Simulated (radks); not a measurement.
Tm+, configuration [Xe] 4f13 6s1 (the NIST ground configuration). All-electron calculation, Dirac Kohn-Sham, PBE, spin-unpolarised, spherical densities, finite nucleus; open shells are shared between the two j in proportion to 2j + 1; Fermi nuclear charge, rms radius 5.2256 fm. Program: a radial shooting solver on a logarithmic mesh with Libxc functionals.

Spin-orbit splittings of the eigenvalues, e(l+1/2) - e(l-1/2), with zeta = 2 splitting/(2l+1) and mean radii in bohr:

| shell | occ. | splitting (eV) | zeta (eV) | <r> j=l-1/2 | <r> j=l+1/2 |
|---|---|---|---|---|---|
| 2p | 6 | 980.2 | 653.4 | 0.07008 | 0.07746 |
| 3p | 6 | 207.0 | 138.0 | 0.2103 | 0.2241 |
| 3d | 10 | 45.23 | 18.09 | 0.1973 | 0.2016 |
| 4p | 6 | 46.70 | 31.14 | 0.5062 | 0.5381 |
| 4d | 10 | 8.496 | 3.398 | 0.5652 | 0.5765 |
| 4f | 13 | 1.197 | 0.3420 | 0.7942 | 0.8165 |
| 5p | 6 | 5.715 | 3.810 | 1.392 | 1.506 |
| 5d | 0 | 0.2830 | 0.1132 | 2.747 | 2.848 |
| 6p | 0 | 0.4364 | 0.2909 | 4.520 | 4.804 |
